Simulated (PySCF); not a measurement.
In(Br)(OH)(NH2) (BrH3InNO), SMILES [NH2][In]([OH])[Br]. The structure is a stationary point at B3LYP-D3(BJ)/def2-SVP. The structure was generated by enumeration; whether it is a known compound was not checked. The def2 effective core potentials stand for the cores of In; spin–orbit coupling is left out. Other conformers were not sampled.

Computed with PySCF with B3LYP-D3(BJ)/def2-SVP.

Harmonic wavenumbers (cm⁻¹): 89, 113, 120, 230, 246, 278, 458, 593, 628, 798, 838, 1520, 3511, 3614, 3820. Rotational constants (GHz): 4.636, 1.228, 0.9723; symmetry number 1.

### Question
Work out the zero-point energy and the ideal-gas rigid-rotor harmonic-oscillator thermochemistry at 298.15 K and 1 atm.

### Answer
ZPE = ½ Σ hcν = ½ × 16856 cm⁻¹ = 24.10 kcal/mol. H − E(el) = 29.19 kcal/mol. Entropy in cal/(mol K): translation 42.17, rotation 28.45, vibration 17.22, total 87.84. G − E(el) = 3.00 kcal/mol. Cp = 23.73 cal/(mol K). Modes under 150 cm⁻¹ make the vibrational entropy uncertain.
